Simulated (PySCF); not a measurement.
**How the functional moves excitation energies**

C3H6GeOSi.
Numbering: `[O:1]=[CH:2][SiH2:3][C:4]#[C:5][GeH3:6]` (hydrogens: H7 on C2; H8, H9 on Si3; H10, H11, H12 on Ge6)

Linear-response calculations in the def2-SVPD basis (PySCF; singlets by full response, triplets Tamm–Dancoff, core orbitals frozen in the response; HF means time-dependent Hartree–Fock). 'Strongest' is the level of largest summed f among the singlets computed (10 roots, of which the last may lack a degenerate partner); it can jump between rows when another state enters that window. S1 is the lowest singlet of each run and needn't be the same state throughout; f(S1) is that of one state. The structure is a single PBE0-D3(BJ)/def2-SVP conformer in the gas phase; no vibrational or solvent corrections. The B3LYP/def2-SVPD calculation is non-relativistic and has no spin–orbit coupling, an omission that weighs most on germanium.

| functional | kind | S1 (eV) | f(S1) | strongest (eV) | T1 (eV) | HOMO (eV) | gap (eV) | ionisation energy, ΔSCF (eV) |
| --- | --- | --- | --- | --- | --- | --- | --- | --- |
| B3LYP | global hybrid, 20% exact exchange | 3.19 | 0.001 | 5.33 | 2.54 | -7.00 | 4.85 | 9.19 |
| PBE0 | global hybrid, 25% exact exchange | 3.19 | 0.001 | 5.53 | 2.48 | -7.22 | 5.30 | 9.21 |
| BHandHLYP | global hybrid, 50% exact exchange | 3.34 | 0.001 | 6.69 | 2.66 | -8.58 | 7.84 | 9.40 |
| wB97X-D | range-separated hybrid | 3.23 | 0.001 | 6.36 | 2.61 | -9.08 | 9.03 | 9.43 |
| LC-wPBE | range-separated hybrid | 3.21 | 0.000 | 6.97 | 2.49 | -9.85 | 10.37 | 9.59 |

**Question.** What does CAM-B3LYP (range-separated hybrid) give?

**Answer.** S1 (eV) 3.21, f(S1) 0.001, strongest (eV) 6.33, T1 (eV) 2.55, HOMO (eV) -8.59, gap (eV) 7.89, ionisation energy, ΔSCF (eV) 9.46. S1 runs from 3.19 eV (B3LYP) to 3.34 eV (BHandHLYP), a spread of 0.15 eV, while the orbital gap spreads over 5.5 eV. −ε(HOMO) comes closest to its own ΔSCF ionisation energy with LC-wPBE (+0.26 eV) and misses most with B3LYP (-2.19 eV).
